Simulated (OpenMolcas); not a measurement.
Au2+ (d9) among equal point charges was computed by CASSCF with the d shell active (OpenMolcas, ANO-RCC-VDZP on the metal). Its lowest spin-free states, and all those of the highest spin:

```
2S+1  Degeneracy  E (cm-1)
   2           1       0.0
   2           1      4871
   2           2      9788
   2           1     10769
```

Q: Is the site octahedral, tetrahedral or cube-like, axial, or of lower symmetry?

A: The states with 2S+1 = 2 have orbital degeneracies 1, 1, 2, 1. There are pairs but no triples, so the site is axial: not cubic, but with a proper or improper axis of order three or more. The run had Au2+ among 5 point charges of -1.5 e arranged as a square pyramid (C4v), 2.24 Å from the ion, with the axial distance 2.531 Å.

Point charges carry no covalency, so the field is a model and not that of real ligands. An unlabelled pair can be two single states that coincide in this model. No measured value stands beside these numbers.
